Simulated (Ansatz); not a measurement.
H2Sn (SMILES [SnH2]) moved off its minimum; all values from Ansatz (an electronic-structure program), cores frozen in correlated methods. Elements past Kr take the def2 small-core potentials, without spin–orbit coupling.
(charge 0, multiplicity 1)
```xyz
3

Sn    -0.1309     0.0369    -0.0096
H     -0.2583    -1.3377    -1.2865
H     -0.1886     1.3252    -1.1609
```

Task: Give the forces (eV/Å), the total energy and the dipole at CCSD(T)/def2-TZVPPD.

Result: 
```json
[
 {"atom": "Sn1", "Fx": "-0.024", "Fy": "-1.134", "Fz": "0.021"},
 {"atom": "H2", "Fx": "0.056", "Fy": "0.746", "Fz": "0.516"},
 {"atom": "H3", "Fx": "-0.032", "Fy": "0.388", "Fz": "-0.536"}
]
```
Energy -214.5946 hartree, dipole 0.73 D.

Doubts at one or more of the structures used: a restricted determinant that unrestricted orbitals would lower (CCSD(T)/def2-TZVPPD).
